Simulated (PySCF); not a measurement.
# Which determinant of HgF lies lowest?

Unrestricted PBE0; PySCF, scalar-relativistic core potentials, basis sets Hg def2-TZVPP with ECP60, F def2-TZVPP. Outer shells of the fragments: Hg 5d10 6s2; F 2s2 2p5.

Followed along the bond (rough minima from three points):

```
2Ms+1   unpaired  ⟨S²⟩ at the start  R at minimum (Å)  Te (eV)
    2        σ ↑               0.76              2.05     0.00
    4  σ ↑, π ↑↑               3.75  none in the scan   ≤ 6.93
```

Solutions found at the starting distance of 1.990 Å, counted from the lowest of them; the search is not exhaustive and high or unbound solutions are not listed, so other states can lie among these:

| 2Ms+1 | unpaired | term | E (eV) | ⟨S²⟩ | ⟨Lz²⟩ | μ (D) |
| --- | --- | --- | --- | --- | --- | --- |
| 2 | σ ↑ | ²Σ⁺ | 0.00 | 0.76 | 0.00 | -2.97 |
| 2 | π ↑ | ²Π | 3.20 | 0.75 | 1.01 | 1.22 |
| 2 | π ↑ | ²Π | 5.12 | 0.80 | 1.01 | -3.30 |
| 4 | σ ↑, π ↑↑ | mixed | 7.32 | 3.75 | 2.01 | 1.16 |
| 4 | σ ↑↑, π ↑ | ⁴Π | 7.33 | 3.76 | 1.03 | -0.18 |
| 4 | σ ↑, π ↑↑ | mixed | 7.44 | 3.76 | 2.01 | 1.28 |

A term symbol is given only where ⟨S²⟩ and ⟨Lz²⟩ are close to those of a pure state; real π, δ and φ orbitals otherwise mix terms. A positive dipole means Hg(−)F(+).

Spin–orbit coupling is left out. Counting both spins, an empty level lies below a filled one in some of these solutions, because spin and occupation are held.
